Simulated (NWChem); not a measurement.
System meant: SnCl$_{3}$ cation; SMILES [Cl][Sn+]([Cl])[Cl]

Here is an NWChem input.

```
start job
memory heap 200 mb stack 900 mb global 1100 mb
charge 1
geometry units angstroms noautoz
  Sn     0.000000     0.000000     0.000000
  Cl     2.027572     1.002920     0.000000
  Cl    -0.145232    -2.257389     0.000000
  Cl    -1.882340     1.254469     0.000000
end
basis spherical
  Sn library def2-svp
  Cl library def2-svp
end
dft
  xc xpbe96 cpbe96
  iterations 150
  mulliken
end
task dft energy
```

End of the output:

```
             Grid Information
             ----------------
          Grid used for XC integration:  medium
          Radial quadrature: Mura-Knowles
          Angular quadrature: Lebedev.
          Tag              B.-S. Rad. Rad. Pts. Rad. Cut. Ang. Pts.
          ---              ---------- --------- --------- ---------
          Sn                  1.45      123           8.0       590
          Cl                  1.00       88          10.0       590
          Grid pruning is: on
          Number of quadrature shells:   211
          Spatial weights used:  Erf1

          Convergence Information
          -----------------------
          Convergence aids based upon iterative change in
          total energy or number of iterations.
          Levelshifting, if invoked, occurs when the
          HOMO/LUMO gap drops below (HL_TOL):  1.00D-02
          DIIS, if invoked, will attempt to extrapolate
          using up to (NFOCK): 10 stored Fock matrices.

                    Damping( 0%)  Levelshifting(0.5)       DIIS
                  --------------- ------------------- ---------------
          dE  on:    start            ASAP                start
          dE off:    2 iters        150 iters           150 iters

      Screening Tolerance Information
      -------------------------------
          Density screening/tol_rho:  1.00D-10
          AO Gaussian exp screening on grid/accAOfunc:  14
          CD Gaussian exp screening on grid/accCDfunc:  20
          XC Gaussian exp screening on grid/accXCfunc:  20
          Schwarz screening/accCoul:  1.00D-08

      Superposition of Atomic Density Guess
      -------------------------------------

      charge =      50.0 Sn (Tin)

      symmetry species            s     p     d     f
      number of basis functions =10     7     6
      number of cont. functions = 4     4     2
      number of closed shells   = 5     3     2
      number of open shells     = 0     1     0
      open shell occupation     = 0     2     0
 ------------------------------------------------------------------------
 atomscf:atomd: error in atom scf                   0
 ------------------------------------------------------------------------
 ------------------------------------------------------------------------
  current input line :
    19: task dft energy
 ------------------------------------------------------------------------
 ------------------------------------------------------------------------
 This error has not yet been assigned to a category
 ------------------------------------------------------------------------
 For more information see the NWChem manual at https://nwchemgit.github.io

0:atomscf:atomd: error in atom scf:Received an Error in Communication
```

Question: Find the fault in this run and fix the input.

Answer: The run crashed. Cause: the def2 basis of a heavy element holds valence functions alone and wants its effective core potential (without it all electrons must fit into that basis). This input runs:
```
start job
memory heap 200 mb stack 900 mb global 1100 mb
charge 1
geometry units angstroms noautoz
  Sn     0.000000     0.000000     0.000000
  Cl     2.027572     1.002920     0.000000
  Cl    -0.145232    -2.257389     0.000000
  Cl    -1.882340     1.254469     0.000000
end
basis spherical
  Sn library def2-svp
  Cl library def2-svp
end
ecp
  Sn library def2-ecp
end
dft
  xc xpbe96 cpbe96
  iterations 150
  mulliken
end
task dft energy
```
It converges to -1593.69038 Ha (PBE/def2-SVP with def2 effective core potentials on Sn).
